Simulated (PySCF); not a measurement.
PySCF 2.14 output of an unrestricted LDA calculation on a single atom or ion in aug-cc-pVDZ-DK (7s6p4d2f, 59 functions), with scalar relativity by spin-free X2C-1e:

```
SCF conv_tol = 1e-09
number electrons alpha = 16  beta = 10
    P. A. M. Dirac.,  Math. Proc. Cambridge Philos. Soc. 26, 376 (1930)
    F. Bloch.,  Z. Phys. 57, 545 (1929)
    S. H. Vosko, L. Wilk, and M. Nusair.,  Can. J. Phys. 58, 1200 (1980)
cycle= 1 E= -1269.95590961314  delta_E= -0.0069  |g|= 0.148  |ddm|= 0.99
cycle= 2 E= -1269.94503211596  delta_E= 0.0109  |g|= 0.248  |ddm|= 0.65
cycle= 3 E= -1269.96163737649  delta_E= -0.0166  |g|= 0.00217  |ddm|= 0.404
cycle= 4 E= -1269.96163871013  delta_E= -1.33e-06  |g|= 0.000103  |ddm|= 0.00599
cycle= 5 E= -1269.96163871431  delta_E= -4.18e-09  |g|= 3.95e-05  |ddm|= 0.000568
cycle= 6 E= -1269.96163871493  delta_E= -6.21e-10  |g|= 6.72e-06  |ddm|= 9.99e-05
converged SCF energy = -1269.96163871493  <S^2> = 12.001191  2S+1 = 7.0003404
```

The run itself started from symmetry-adapted Hartree-Fock orbitals and held the occupation by maximum overlap, on a logarithmic radial grid, so the iterations belong to that start.

**Question.** Which element, charge and spin multiplicity is this?

**Answer.** Fe (iron, neutral), multiplicity 7; the state was [Ar] 3d6 4s1 4p1, one real determinant (an excited configuration).

⟨L²⟩ = 8.01 against 12 for a pure F term, so this real determinant mixes terms.
